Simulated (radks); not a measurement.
The numbers below are computed, except where a source is named.
Mean orbital radii <r> (bohr) of the zinc ion Zn6+, [Ar] 3d6, at several levels of relativity; Dirac values are averaged over j with weights 2j + 1. Spin-unpolarised spherical Kohn-Sham, LDA (Slater exchange, Perdew-Wang correlation), point nucleus unless stated (finite: rms radius 3.9283 fm), a radial shooting solver on a logarithmic mesh with Libxc functionals. A level marked "c x" has the speed of light scaled by that factor and shares open shells by 2j + 1; other Dirac levels either fill j = l - 1/2 first or share by 2j + 1.

shell       non-rel.  scalar-rel., finite nucleus  Dirac, 2j+1 shares  Dirac, 2j+1 shares, finite nucleus  change of magnitude, last against first (%)
1s           0.05118                      0.05039             0.05038                             0.05038                                        -1.56
2s            0.2301                       0.2266              0.2263                              0.2263                                        -1.65
2p            0.1999                       0.1984              0.1984                              0.1984                                        -0.75
3s            0.6682                       0.6592              0.6591                              0.6591                                        -1.37
3p            0.6791                       0.6756              0.6755                              0.6755                                        -0.54
3d            0.6994                       0.7014              0.7015                              0.7015                                        +0.29
4s (empty)     1.638                        1.622               1.622                               1.622                                        -0.99
4p (empty)     1.767                        1.760               1.760                               1.760                                        -0.35
